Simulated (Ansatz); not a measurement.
Frontier orbitals of `Cl[C]1([GeH3])CO1`.

```xyz
10

Cl    2.1506   -0.7266    0.2760
C     0.4879   -0.1110    0.3494
Ge   -0.1197    0.6553   -1.3567
C    -0.3989   -0.7120    1.3424
O     0.1692    0.5826    1.5177
H     0.7517    1.8742   -1.6754
H    -1.5889    1.0625   -1.1697
H     0.0140   -0.4109   -2.4502
H     0.0071   -1.4820    1.9913
H    -1.4730   -0.7321    1.1752
```

Charge 0, multiplicity 1. Correlated methods include outer-core shells of Ge, which these sets cover unevenly. Scalar relativity is left out up to krypton. All single points use the PBE0-D4/def2-TZVP geometry. Basis def2-TZVPP, the Gaussian-basis code of Ansatz.

Orbital energies of one run (eV). Highest occupied ones, from the top: -7.77, -8.49, -8.51, -9.53, -9.79, -10.27, -10.59, -11.95, -13.25, -14.06, -15.48, -17.34, -18.90, -23.20. Empty: 0.02, 0.51, 0.79, 0.97, 1.43, 1.55.

Task: Which functional gave them?
A. PBE
B. BHLYP
C. r2SCAN0
D. B3LYP

Result: D. HOMO energies: B3LYP -7.77, BHLYP -9.27, PBE -6.60, r2SCAN0 -8.20 eV.

B3LYP here is the variant with VWN-RPA as its local correlation; programs differ in this.
